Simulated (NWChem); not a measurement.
CH5AsGa cation; SMILES [CH3][Ga+][AsH2]

```xyz
8

Ga     0.0003    -0.9423    -0.0023
C      0.0030    -2.8967     0.0309
H      0.7301    -3.2608    -0.7022
H     -1.0003    -3.2538    -0.2243
H      0.2789    -3.2301     1.0368
As     0.0036     1.4800     0.0663
H     -1.1572     1.4020    -0.9403
H      1.0439     1.4022    -1.0644
```
Atoms are numbered in this order, from 1.

Level: B3LYP/6-31G* (spherical d) (NWChem), optimised geometry, unscaled harmonic frequencies. 

Task: List the harmonic frequencies with IR intensities, and the thermochemistry.

Result: 
```
frequency (cm⁻¹)  IR intensity (km/mol)
----------------  ---------------------
4                                   1.0
96                                  0.5
98                                  0.3
232                                 1.6
555                                 8.6
572                                 3.2
593                                 8.4
760                                10.7
762                                11.7
991                                 8.8
1257                                6.7
1453                               11.2
1455                               11.2
2164                               32.1
2182                               35.8
3057                               10.2
3157                                5.1
3158                                5.1
```

The zero-point energy is 32.2 kcal/mol and the thermal correction to the enthalpy at 298.15 K (with zero-point energy) is 36.9 kcal/mol. The heat capacity Cv is 19.1 cal/(mol K) and the entropy at 298.15 K and 1 atm (symmetry number 1) is 87.3 cal/(mol K).

Rigid rotor and harmonic oscillator; modes under 100 cm⁻¹ make the entropy uncertain.
